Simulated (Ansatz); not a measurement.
Cr₂F₆: single points at one geometry.

```yaml
crystal:
  periodic: [false, false, false]
  atoms:
    - {symbol: Cr, position_ang: [-0.568075, 1.425459, -0.051556]}
    - {symbol: Cr, position_ang: [0.567925, -1.425390, 0.052139]}
    - {symbol: F, position_ang: [2.150891, -1.874480, 0.450861]}
    - {symbol: F, position_ang: [1.052727, 0.426813, 0.200259]}
    - {symbol: F, position_ang: [0.309585, 2.871785, 0.014622]}
    - {symbol: F, position_ang: [-2.151846, 1.874746, -0.446715]}
    - {symbol: F, position_ang: [-0.308334, -2.872170, -0.020683]}
    - {symbol: F, position_ang: [-1.052882, -0.426753, -0.198916]}
basis:
  gaussian: {orbitals: def2-SVP, initial_orbitals: start.molden}
hamiltonian: {xc: pbe0, dispersion: d4}
scf: {omitted_lower_state_checks: [starts]}
output: {orbitals: {seedname: orbitals}}
```

The file start.molden holds the orbitals of an earlier run on this structure, at another level or in another basis.

```sh
$ ansatz run in.yaml --threads 4 --pin off --events-out ev --progress --plain --max-ram 4787MiB
```

Output, abridged:

```
Functional definition: PBE0
1475 factors; integrals over basis functions are off by at most 9.0e-4 eV
mean field evaluation 1: about -73096.7831 eV, gradient 1.9e1 eV
mean field evaluation 2: about -73097.3920 eV, gradient 4.1e-1 eV
mean field evaluation 4: about -73097.6003 eV, gradient 1.0e-2 eV
mean field evaluation 8: about -73097.6003 eV, gradient 2.5e-5 eV
mean field evaluation 16: about -73097.6003 eV, gradient 5.4e-6 eV
mean field -73097.60027441 eV, -2686.2872627514 hartree, gradient 5.4e-6 eV, S^2 0.000000; 0 other end points of the search recorded, 0 dependent functions left out
reference -73097.60036187 eV, -2686.2872659655 hartree; 51, 51 occupied and 95, 95 virtual orbitals, 1475 factors
Total energy: -73097.79061769 eV, -2686.2942577381 hartree
Checks for a lower state left out: starts
```

It took 7 s on 4 threads of Arm Neoverse V2 on a shared host.

The first input with `hamiltonian: {xc: pbe, dispersion: d4}` (abridged; 4.1 s):

```
Functional definition: PBE
mean field evaluation 16: about -73100.3653 eV, gradient 1.2e-2 eV
mean field -73100.36530535 eV, -2686.3888757645 hartree, gradient 2.5e-6 eV, S^2 0.000000
Total energy: -73100.58910246 eV, -2686.3971001566 hartree
Checks for a lower state left out: starts
```

As the first input, with `gaussian: {orbitals: def2-TZVP, initial_orbitals: start.molden}`, `correlation: {method: mp2}` and without the key `hamiltonian` (abridged; 92 s):

```
Functional definition: HF
mean field evaluation 16: about -73017.1175 eV, gradient 2.7e-6 eV
mean field -73017.11745344 eV, -2683.3295736340 hartree, gradient 2.7e-6 eV, S^2 0.000000; unrestricted orbitals would lower it
mean field evaluation 32: about -73026.8347 eV, gradient 5.3e-2 eV
unrestricted determinant -73026.84527801 eV, -2683.6870645931 hartree, S^2 3.0099
16 core orbitals not correlated: weight in the atoms' cores, before any rotation towards them, 1.000 or more for the frozen orbitals, at most 0.000 for the correlated occupied ones
second order -72.04330721 eV of doubles, -0.00000000 eV of singles
Total energy: -73089.16076065 eV, -2685.9771163413 hartree
Checks for a lower state left out: starts
```

Geometry: B3LYP-D4/def2-SVP.

Correlated methods freeze 16 core orbitals; core or outer-core shells of Cr are correlated, in sets that lack core-valence functions. The restricted singlet is unstable towards broken spin symmetry in Hartree–Fock (as tested in another run); at PBE0-D4/def2-SVP, PBE-D4/def2-SVP this wasn't settled. At PBE-D4/def2-SVP an occupied level lies above an empty one. At MP2/def2-TZVP the restricted singlet (for correlated methods, its reference) is unstable: a solution with broken spin symmetry lies lower. Another isomer (singlet) lies 2.44 eV lower at PBE0-D4/def2-TZVP; other spin states weren't run for this one.
